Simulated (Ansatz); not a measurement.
Reaction (ligand exchange at the Si–O bond): `[OH][Ga]([OH])[O][SiH3]` + `BNCC=C` → `BN([SiH3])CC=C` + `[OH][Ga]([OH])[OH]`

Program: Ansatz. Geometries: PBE0-D4/def2-TZVP. ΔE: electronic, gas phase. CCSD(T)/CBS adds triple-zeta CCSD(T) − MP2 to the extrapolated MP2 energy (def2 sets, frozen cores). DFT in def2-TZVPP. B3LYP here is the variant with VWN-RPA as its local correlation; programs differ in this. For Ga outer-core shells are correlated without core-valence functions, which leaves a few kJ/mol of doubt a bond. Scalar relativity is left out up to krypton. One conformer a species, not always the lowest.

CCSD(T)/CBS gives +15.2 kcal/mol.

Question: Another level gave +21.5 kcal/mol. Which?
A. B3LYP/def2-TZVPP
B. CCSD(T)/def2-TZVPP
C. HF/def2-TZVPP
D. B2PLYP/def2-TZVPP

Answer: C. HF/def2-TZVPP 21.5, B2PLYP 17.1, CCSD(T)/def2-TZVPP 15.5, B3LYP 18.2 kcal/mol.

Largest T1 diagnostic among the species: 0.014.

The D4 term adds −2.2 kcal/mol with B3LYP and −1.2 kcal/mol with PBE0; it sums over pairs of atoms, weighted by their polarisabilities, and B3LYP, whose exchange is more repulsive, gets the larger term. From PBE to PBE0 (25 % exact exchange), in def2-TZVPP and without D4, ΔE moves by +0.8 kcal/mol.
